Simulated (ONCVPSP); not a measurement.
## Zr (Z = 40) ONCV: all-electron and pseudo phase curves

```
Element                 : Zr (Z = 40)
Generator               : ONCVPSP 4.0.1
Type                    : optimised norm-conserving Vanderbilt (ONCV)
Functional              : PBE
Relativity              : scalar-relativistic
Frozen core             : [Ar] 3d10
Valence charge          : 12
Reference configuration : 4s2 4p6 4d2 (charge +2)
Partial waves           : 4s: rc 1.85 bohr, ncon 4, nbas 8, qcut 7.7 1/bohr, 3 projectors, debl 1.5 Ha; 4p: rc 1.70 bohr, ncon 4, nbas 8, qcut 9.7 1/bohr, 2 projectors, debl 1.6 Ha; 4d: rc 1.70 bohr, ncon 4, nbas 9, qcut 4.8 1/bohr, local
Local potential         : the d channel
Core correction         : none
```

In the s channel the program set the typed energies aside and used -2.535, 0.250, 1.750 Ha. In the p channel the program set the typed energies aside and used -1.724, 0.250 Ha.

The phase is arctan(r·R′/R) of the radial function R(r), unwrapped; energies in Ha, scanned from -4 to 5 Ha. A pole is an energy at which the radial function vanishes at the test radius. The pseudo phase is shifted by a multiple of π to meet the all-electron one at the reference energy, and phase errors are pseudo minus all-electron; the curves can meet again beyond the range given. Levels narrower than the energy grid can be missing from the lists of poles.

| channel | radius (bohr) | reference energy (Ha) | poles, all-electron | poles, pseudo | unbroken range about the reference energy with phases within 0.05 rad | phase error 1 Ha above the reference energy (rad) |
| --- | --- | --- | --- | --- | --- | --- |
| s | 1.88 | -2.54 | -2.10 | -2.10 | the whole range | -0.000 |
| p | 1.72 | -1.72 | -0.66 | -0.66, 4.34 | below 1.9 | -0.000 |
| d | 1.72 | -0.64 | 1.18 | 1.25 | below 2.8 | +0.004 |

Phases in the s channel:

```
E (Ha)  all-electron  pseudo
 -3.98         1.139   1.139
 -3.74         1.060   1.060
 -3.50         0.924   0.924
 -3.26         0.634   0.634
 -3.02        -0.073  -0.073
 -2.78        -0.926  -0.926
 -2.54        -1.310  -1.310
 -2.30        -1.484  -1.484
 -2.06        -1.583  -1.583
 -1.82        -1.653  -1.653
 -1.58        -1.709  -1.709
 -1.34        -1.759  -1.759
 -1.10        -1.809  -1.809
 -0.86        -1.864  -1.864
 -0.62        -1.928  -1.928
 -0.38        -2.009  -2.009
 -0.14        -2.120  -2.120
  0.10        -2.280  -2.280
  0.34        -2.529  -2.529
  0.58        -2.906  -2.906
  0.82        -3.372  -3.372
  1.06        -3.771  -3.771
  1.30        -4.038  -4.038
  1.54        -4.208  -4.208
  1.78        -4.321  -4.321
  2.02        -4.400  -4.400
  2.26        -4.459  -4.459
  2.50        -4.504  -4.504
  2.74        -4.540  -4.540
  2.98        -4.569  -4.569
  3.22        -4.594  -4.594
  3.46        -4.616  -4.616
  3.70        -4.635  -4.635
  3.94        -4.651  -4.651
  4.18        -4.667  -4.667
  4.42        -4.681  -4.681
  4.66        -4.694  -4.694
  4.90        -4.707  -4.707
```
